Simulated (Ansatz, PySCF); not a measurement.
C2H4BFO2, SMILES CC(=O)B(O)F. Atoms are numbered in the order given.

```xyz
10

C     -0.8417    -1.7827     0.0000
C      0.2262    -0.7226     0.0000
O      1.4198    -0.9913     0.0000
B     -0.1357     0.8548     0.0000
O      0.8878     1.7148     0.0000
F     -1.3902     1.2892     0.0000
H     -1.4933    -1.6538     0.8814
H     -1.4933    -1.6538    -0.8814
H     -0.3963    -2.7870     0.0000
H      1.7138     1.1959     0.0000
```
Charge 0, spin multiplicity 1.

Geometry optimised at B3LYP-D3(BJ)/def2-SVP. This is a generated structure with no PubChem entry under its InChIKey; it may be hypothetical. The values are those of a single conformer.

Two levels are set side by side: PBE-D3(BJ)/def2-SVP (Ansatz, a first-principles code) and B3LYP-D3(BJ)/def2-SVP (Ansatz). Each level has its own optimised geometry; the coordinates shown are those of the second. Frequencies come from the Hessian of PySCF at each geometry. Differences are taken from unrounded values.

```json
[
 {"quantity": "mean bond length (Å)", "B3LYP-D3(BJ)": "1.255", "PBE-D3(BJ)": "1.263", "PBE-D3(BJ) minus B3LYP-D3(BJ)": "0.008"},
 {"quantity": "bond C1–C2 (Å)", "B3LYP-D3(BJ)": "1.505", "PBE-D3(BJ)": "1.505", "PBE-D3(BJ) minus B3LYP-D3(BJ)": "0.000"},
 {"quantity": "bond C2–O3 (Å)", "B3LYP-D3(BJ)": "1.223", "PBE-D3(BJ)": "1.235", "PBE-D3(BJ) minus B3LYP-D3(BJ)": "0.012"},
 {"quantity": "bond C2–B4 (Å)", "B3LYP-D3(BJ)": "1.618", "PBE-D3(BJ)": "1.624", "PBE-D3(BJ) minus B3LYP-D3(BJ)": "0.005"},
 {"quantity": "bond B4–O5 (Å)", "B3LYP-D3(BJ)": "1.337", "PBE-D3(BJ)": "1.346", "PBE-D3(BJ) minus B3LYP-D3(BJ)": "0.010"},
 {"quantity": "bond B4–F6 (Å)", "B3LYP-D3(BJ)": "1.328", "PBE-D3(BJ)": "1.336", "PBE-D3(BJ) minus B3LYP-D3(BJ)": "0.009"},
 {"quantity": "bond C1–H7 (Å)", "B3LYP-D3(BJ)": "1.104", "PBE-D3(BJ)": "1.111", "PBE-D3(BJ) minus B3LYP-D3(BJ)": "0.008"},
 {"quantity": "bond C1–H8 (Å)", "B3LYP-D3(BJ)": "1.104", "PBE-D3(BJ)": "1.111", "PBE-D3(BJ) minus B3LYP-D3(BJ)": "0.008"},
 {"quantity": "bond C1–H9 (Å)", "B3LYP-D3(BJ)": "1.099", "PBE-D3(BJ)": "1.106", "PBE-D3(BJ) minus B3LYP-D3(BJ)": "0.007"},
 {"quantity": "bond O5–H10 (Å)", "B3LYP-D3(BJ)": "0.975", "PBE-D3(BJ)": "0.989", "PBE-D3(BJ) minus B3LYP-D3(BJ)": "0.014"},
 {"quantity": "highest harmonic wavenumber (cm⁻¹)", "B3LYP-D3(BJ)": "3706", "PBE-D3(BJ)": "3512", "PBE-D3(BJ) minus B3LYP-D3(BJ)": "-194"},
 {"quantity": "mean harmonic wavenumber (cm⁻¹)", "B3LYP-D3(BJ)": "1258", "PBE-D3(BJ)": "1222", "PBE-D3(BJ) minus B3LYP-D3(BJ)": "-36"},
 {"quantity": "zero-point energy (kcal/mol)", "B3LYP-D3(BJ)": "43.17", "PBE-D3(BJ)": "41.94", "PBE-D3(BJ) minus B3LYP-D3(BJ)": "-1.23"}
]
```

Exact exchange shortens and stiffens bonds; PBE has none. Differences between two approximate levels are no errors against the true value.
